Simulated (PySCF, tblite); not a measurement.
Species: C5H10NPSi.
SMILES with atom numbers: `[CH2:1]=[CH:2][C@@H:3]([C:4]#[N:5])[Si@H:6]([CH3:7])[PH2:8]` (hydrogens: H9, H10 on C1; H11 on C2; H12 on C3; H13 on Si6; H14, H15, H16 on C7; H17, H18 on P8)

Structure used (GFN2-xTB), in Å, numbered top down from 1:
```xyz
18
C5H10NPSi angstrom
C      2.347    1.176   -0.714
C      1.542    1.116    0.332
C      0.788   -0.111    0.722
C      0.677   -0.240    2.138
N      0.556   -0.329    3.274
Si    -1.001   -0.040   -0.032
C     -1.938   -1.616    0.468
P     -0.621   -0.056   -2.245
H      2.857    2.084   -0.987
H      2.534    0.315   -1.335
H      1.364    1.987    0.949
H      1.282   -1.002    0.322
H     -1.669    1.157    0.507
H     -2.984   -1.554    0.188
H     -1.889   -1.775    1.541
H     -1.519   -2.492   -0.020
H     -1.954    0.083   -2.588
H     -0.381    1.302   -2.351
```

Method: wB97X-D/def2-SVPD in PySCF (dipole) on a GFN2-xTB geometry, gas phase.

Masses are those of the commonest isotopes; rigid-rotor values at the optimised geometry. The values belong to one conformer with, in the numbering `[CH2:1]=[CH:2][C@@H:3]([C:4]#[N:5])[Si@H:6]([CH3:7])[PH2:8]`, C1–C2–C3–C4 145°, C2–C3–Si6–C7 180°, C3–Si6–P8–H -176° and -83°.

Q: What are A, B and C (cm⁻¹)?

A: Ia = 302.71, Ib = 442.82, Ic = 699.57 u·Å²; 505379 MHz·u·Å²/I gives 1670, 1141 and 722.4 MHz, that is A = 0.05569, B = 0.03807, C = 0.02410 cm⁻¹.

Q: What kind of rotor is it?

A: An asymmetric top: κ = (2 × 1141 − 1670 − 722.4)/(1670 − 722.4) = -0.12.

Q: Is it planar, by Δ = Ic − Ia − Ib?

A: Not planar: Δ = Ic − Ia − Ib = -45.97 u·Å². For a rigid frame Δ = −2 Σ m c², so Σ m c² = 22.98 u·Å² lies off the ab plane: 11.86 from hydrogen and 11.12 from heavier atoms. The atom farthest from that plane is 1.89 Å away.

Q: Where do the levels up to J = 5 lie, in K?

A: Above 0(0,0), as E/k:
J = 1: 1(0,1) 0.089, 1(1,1) 0.115, 1(1,0) 0.135
J = 2: 2(0,2) 0.260, 2(1,2) 0.274, 2(1,1) 0.334, 2(2,1) 0.410, 2(2,0) 0.418
J = 3: 3(0,3) 0.502, 3(1,3) 0.507, 3(1,2) 0.626, 3(2,2) 0.678, 3(2,1) 0.713, 3(3,1) 0.860, 3(3,0) 0.862
J = 4: 4(0,4) 0.812, 4(1,4) 0.813, 4(1,3) 1.000, 4(2,3) 1.029, 4(2,2) 1.112, 4(3,2) 1.229, 4(3,1) 1.243, 4(4,1) 1.467, 4(4,0) 1.468
J = 5: 5(0,5) 1.189, 5(1,5) 1.190, 5(1,4) 1.446, 5(2,4) 1.459, 5(2,3) 1.607, 5(3,3) 1.689, 5(3,2) 1.734, 5(4,2) 1.932, 5(4,1) 1.937, 5(5,1) 2.235, 5(5,0) 2.235
Those of J = 1 are B + C, A + C and A + B.

Q: Which lines would a microwave search look for?

A: The dipole components are |μa| = 3.66 D, |μb| = 0.65 D, |μc| = 0.09 D. Intensities carry the squares of the components, which stand as 1.00 : 0.03 : 0.00 (a : b : c). Some lines, for components of 0.1 D or more:

```csv
type,branch,"J(Ka,Kc)",MHz,lower level (cm⁻¹)
a,Q,"3(2,1) ← 3(2,2)",717,0.471
b,Q,"1(1,0) ← 1(0,1)",947,0.062
b,R,"1(1,1) ← 0(0,0)",2392,0.000
a,Q,"3(1,2) ← 3(1,3)",2466,0.353
b,Q,"3(3,0) ← 3(2,1)",3109,0.495
a,R,"2(1,2) ← 1(1,1)",3309,0.080
b,Q,"3(3,1) ← 3(2,2)",3779,0.471
b,R,"2(1,2) ← 1(0,1)",3837,0.062
a,R,"3(2,2) ← 2(2,1)",5591,0.285
a,R,"3(1,2) ← 2(1,1)",6082,0.232
b,R,"2(2,0) ← 1(1,1)",6319,0.080
b,R,"3(3,1) ← 2(2,0)",9201,0.291
b,R,"3(3,0) ← 2(2,1)",9417,0.285
```

Q: Estimate the classical rotational partition function at 25 K, 50 K and 200 K.

A: Point group C1, symmetry number σ = 1; q = (√π/σ)·√((kT/h)³/(ABC)), k/h = 20836.6 MHz/K: 18000 at 25 K, 50800 at 50 K, 406000 at 200 K.

Its GFN2-xTB frequencies are all real (lowest 25 cm⁻¹). Constants of a rigid frame at the computed geometry: no zero-point averaging, no centrifugal distortion. A rigid rotor knows nothing of internal rotation, which can split or shift real lines. Quadrupole hyperfine structure (14N) is left out.

The run took 92 s (with the writing of density and orbital grids) on one thread of an Arm Neoverse V1, shared host with 32 logical CPUs at a one-minute load of 24, and the process peaked at 1.1 GiB of memory. This is the wB97X-D/def2-SVPD job that gave the dipole, with the excitations it also computed.
